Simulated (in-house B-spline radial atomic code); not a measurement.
Computed with a B-spline radial atomic code. Model: two electrons, singlet ground state, non-relativistic, full CI in B-splines with partial waves to l = 8 (at full coupling up to 3e-4 hartree above the limit, correlation up to 0.6 % small), density held at that of full coupling by Lieb maximisation.

Along the adiabatic connection the electron repulsion is scaled by a coupling λ while a local potential keeps the density fixed. At λ = 0 the system is the Kohn-Sham one and W equals the exchange energy; the exchange-correlation energy is the area under W between 0 and 1. The kinetic energy rises with λ as the electrons avoid each other, with dT/dλ = −λ dW/dλ.

Command:
```bash
python run_ac.py task.json out
```
Settings (lengths in bohr, energies in hartree):
```
potential              yukawa
strength               3.44
lmax                   8
second                 0.354
```

Time taken, with all properties: 10 s on 1 thread of Intel(R) Xeon(R) Processor @ 2.30GHz, on a shared host.

**W = mean repulsion less Hartree energy, and W of three functionals.**

Given: confinement screened point charge; nuclear charge 3.44; screening of the nucleus 0.354 1/bohr; external potential -Z exp(-k r)/r.

Computed: LDA exchange minus exact 266.15 millihartree; PBE exchange minus exact 29.468 millihartree.

```tsv
coupling	W xc (hartree)	W xc minus exchange (millihartree)	kinetic minus Kohn-Sham (millihartree)	LDA (PW92) W minus its exchange (millihartree)	PBE W minus its exchange (millihartree)	SCAN W minus its exchange (millihartree)
0	-1.9032	0	0	0	0	0
0.02	-1.905	-1.889	0	-13.36	-1.83	-1.84
0.05	-1.9079	-4.706	0.1	-27.88	-4.59	-4.54
0.12	-1.9144	-11.199	0.7	-54.63	-11.08	-10.72
0.25	-1.9261	-22.975	2.8	-93.33	-23.11	-21.76
0.4	-1.9393	-36.123	7.1	-129.37	-36.78	-33.95
0.6	-1.9561	-52.96	15.5	-169.48	-54.49	-49.4
0.8	-1.9722	-69.051	26.8	-203.77	-71.55	-64.06
1	-1.9876	-84.441	40.6	-234.02	-87.94	-78.01
1.4	-2.0165	-113.29	75.1	-286.01	-118.79	-104.06
2	?	?	?	?	?	?
3	-2.111	-207.86	279.2	-432.44	-220.73	-189.59
4.5	?	?	?	?	?	?
7	-2.2584	-355.2	984.9	-632.56	-384.93	-327.89
10	-2.3251	-421.89	1545.6	-721.98	-464.15	-394.07
```

(1) What belongs in the row 2?

(2) What belongs in the row 4.5?

(3) What is the SCAN exchange minus exact?

**Energy parts, natural occupations and partial-wave weights.**

Computed: total energy -7.6003 hartree; exchange energy -1.9032 hartree; correlation energy -0.043834 hartree; kinetic part of the DFT correlation energy 0.040607 hartree; kinetic part over minus potential part 0.48089; Kohn-Sham kinetic 9.6129 hartree; Lieb Oxford ratio E_xc over LDA exchange 1.1894.

```tsv
natural	occupation of the shell (electrons)
s	1.9949
p	0.0026457
s	0.0020822
d	0.00013058
p	?
s	4.3447e-05
```

(4) What belongs in the row p?

| wave | weight |
| --- | --- |
| s | 0.99854 |
| p | 0.0013759 |
| d | 7.337e-05 |
| f | ? |
| g | 2.4673e-06 |

(5) What belongs in the row f?

(6) What is the initial slope twice GL2?

(7) What is the Hartree energy?

## Answers

(1) W xc (hartree): -2.0554; W xc minus exchange (millihartree): -152.29; kinetic minus Kohn-Sham (millihartree): 141.2; LDA (PW92) W minus its exchange (millihartree): -349.7; PBE W minus its exchange (millihartree): -160.68; SCAN W minus its exchange (millihartree): -139.22.

(2) W xc (hartree): -2.1776; W xc minus exchange (millihartree): -274.4; kinetic minus Kohn-Sham (millihartree): 526.6; LDA (PW92) W minus its exchange (millihartree): -524.66; PBE W minus its exchange (millihartree): -293.65; SCAN W minus its exchange (millihartree): -250.94.

(3) -5.27 millihartree.

(4) occupation of the shell (electrons): 9.627e-05.

(5) weight: 1.052e-05.

(6) -0.094713 hartree.

(7) 3.8063 hartree.

Half-way to full coupling W has made 53 % of its drop, against 50 % for a straight line, and second-order (GL2) theory, half the initial slope, overshoots the correlation energy by about 8 %: correlation is weak here. Over couplings 0 to 1 the errors in E_xc come to about +169 millihartree for LDA, +28 millihartree for PBE, -2.3 millihartree for SCAN, so SCAN is nearest. In LDA and PBE and SCAN the errors of exchange and correlation have opposite signs, so the sum is smaller than the larger of the two.
